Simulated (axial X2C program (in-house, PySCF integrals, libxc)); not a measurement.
**Worked dissociation energy of BiB⁺: CCSD(T), scalar-relativistic**

Computed with an axial X2C code built on PySCF integrals. Spin-free means the one-electron spin-free X2C Hamiltonian. Basis: Bi dyall-cv3z [12s14p10d6f1g], B dyall-v3z [7s6p2d1f] (cores contracted in-house); Gaussian nuclei, density fitting, unrestricted open shells. Masses: Bi 208.980 u, B 11.009 u.

Molecular state: M_S = 3/2, Λ = 0 (beyond evenly filled blocks: σα, π+α, π-α).

Correlated methods: 7 electrons correlated (number of frozen shells: Bi 5 s, 4 p, 3 d, 1 f; B 1 s), 227 virtual spin orbitals or spinors in MP2, 89 natural virtuals in coupled cluster.

- E(Bi) (2M_S = 3, M_L = 0): -21529.551067 hartree
- E(B+) (2M_S = 0, M_L = 0): -24.304536 hartree
- E(BiB⁺) at Re: -21553.937028 hartree
- ωe: 440.4 cm⁻¹
- ωexe: 5.68 cm⁻¹

Q: Work out De and D0.

A: De = -21529.551067 + (-24.304536) − (-21553.937028) = 0.08142 hartree = 2.216 eV. The zero-point energy is ωe/2 − ωexe/4 = 219 cm⁻¹ = 0.027 eV, so D0 = 2.189 eV.

Occupations by symmetry block were frozen at the best pattern of an incomplete PBE0 search. Dissociation energies refer to the lowest single-determinant-based atoms at the same level and basis. Coupled cluster ran in a truncated set of natural virtual spinors; the MP2 energy of the rest was added. (T) has no such correction and the atoms are truncated less, which lowers De at CCSD(T) by a hundredth of an eV or more. PBE0 can misorder states that lie within some tenths of an eV, so this need not be the ground state of the molecule. The nearest other spin-free determinant of the search, M_S = 1/2, Λ = 0, lies 0.32 eV up at the distance of the search. The T1 diagnostic is large, a sign of multireference character. With the outer-core shells frozen, correlated bond lengths of heavy atoms tend to come out a few hundredths of an ångström too long. Spin-free De lacks the spin–orbit lowering of the heavy p-block atom, a tenth of an eV or more for 4p and 5p, up to an eV for 6p and one to two eV for 7p atoms, less what an open-shell molecule gains itself. With spin–orbit coupling the lowest determinant has another configuration, so this spin-free state is a model.

Each atomic determinant is the lowest at this level and need not be a pure term. Totals compare only within one Hamiltonian and basis.
